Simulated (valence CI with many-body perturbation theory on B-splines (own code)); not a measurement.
Pt⁴⁷⁺ in three bases

Calculated by valence CI with perturbative core correlation (CI+MBPT): three valence electrons over a frozen Dirac-Fock core [Ar] 3d10, a basis of 9 s, 9 p, 8 d, 6 f, 3 g, 1 h functions for each j, with the one-electron correlation potential Σ1, the two-electron term Σ2, the three-electron term Σ3, Breit, model QED; selected CI, second order for the rest, scaled by the run's own slope (own B-spline code, finite nucleus).

No measured spectrum was set against this ion. As an estimate, large intervals hold to a few tenths of a per cent, small ones and those within an open d or f shell to about a per cent.

The reference run has the lowest level (4s^2 4p1/2) J=1/2 and an ionisation energy of 2604.06 eV. Its largest variational space holds 8885 state functions.

Levels are named by their leading jj configuration (3d3/2^4 stands for four electrons in 3d with j = 3/2), which in mixed levels can hold well under half, so a name can repeat and another be missing. Letters in brackets count levels of one name in rising energy.

Changed runs:
A. basis 6 s, 6 p, 5 d, 3 f, 1 g
B. basis 5 s, 5 p, 4 d, 2 f

Excitation energies of the reference run in cm⁻¹, and shifts in cm⁻¹:

| Level | Reference | A | B |
| --- | --- | --- | --- |
| (4s 4p1/2^2) J=1/2 | 864811 | -14 | +19 |
| (4s^2 4p3/2) J=3/2 | 1049290 | -41 | -92 |
| (4s 4p1/2 4p3/2) J=3/2 [a] | 1796760 | -193 | -680 |
| (4s 4p1/2 4p3/2) J=5/2 | 1870680 | -64 | -144 |
| (4s 4p1/2 4p3/2) J=3/2 [b] | 1974040 | +25 | +255 |
| (4s 4p1/2 4p3/2) J=1/2 | 1993590 | +30 | +290 |
| (4s^2 4d3/2) J=3/2 | 2464110 | +160 | +957 |
| (4s^2 4d5/2) J=5/2 | 2660420 | +43 | +422 |
| (4p1/2^2 4p3/2) J=3/2 | 2838420 | -44 | -29 |
| (4s 4p3/2^2) J=5/2 | 2911430 | -31 | +123 |
| (4s 4p3/2^2) J=1/2 | 3041970 | +66 | +511 |
| (4s 4p3/2^2) J=3/2 | 3072070 | +67 | +537 |
| Ionisation energy (eV) | 2604.06 | -0.026 | -0.09 |
